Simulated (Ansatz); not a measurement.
Basis sets compared for HfH₄. The state is a singlet with charge 0. Geometry B3LYP-D4/def2-TZVP. Ansatz on 4 threads of Arm Neoverse V1 on a shared host; times are rough, and most runs start from earlier orbitals.

```csv
atom,x (Å),y (Å),z (Å)
Hf1,0.000,0.000,0.000
H2,-0.991,1.535,0.276
H3,1.152,-0.254,1.422
H4,0.975,0.169,-1.560
H5,-1.136,-1.450,-0.138
```

In the def2 sets Hf takes a core potential; there is no spin–orbit coupling.

Binding counts from free atoms (Hf triplet, H doublet) in the same basis, without a counterpoise term.

```tsv
level	functions	energy (Eh)	HOMO (eV)	LUMO (eV)	binding per atom (eV)	wall time
PBE-D4/def2-SVP	52	-50.3124	-7.07	-3.07	2.45	0.46 s
PBE-D4/def2-TZVP	64	-50.3303	-7.12	-3.07	2.50	0.45 s
r2SCAN-D4/def2-TZVP	64	-50.3396	-7.48	-2.81	2.55	1.1 s
PBE0-D4/def2-SVP	52	-50.2851	-8.39	-2.06	2.43	0.45 s
PBE0-D4/def2-TZVP (with forces)	64	-50.3047	-8.45	-2.05	2.49	0.86 s
```

Estimate the rows for PBE-D4/def2-TZVPD, r2SCAN-D4/def2-TZVPD, PBE0-D4/def2-TZVPD.


```tsv
level	functions	energy (Eh)	HOMO (eV)	LUMO (eV)	binding per atom (eV)	wall time
PBE-D4/def2-TZVPD	79	-50.3308	-7.12	-3.07	2.51	0.56 s
r2SCAN-D4/def2-TZVPD	79	-50.3404	-7.45	-2.78	2.56	1.2 s
PBE0-D4/def2-TZVPD	79	-50.3054	-8.43	-2.03	2.50	0.56 s
```
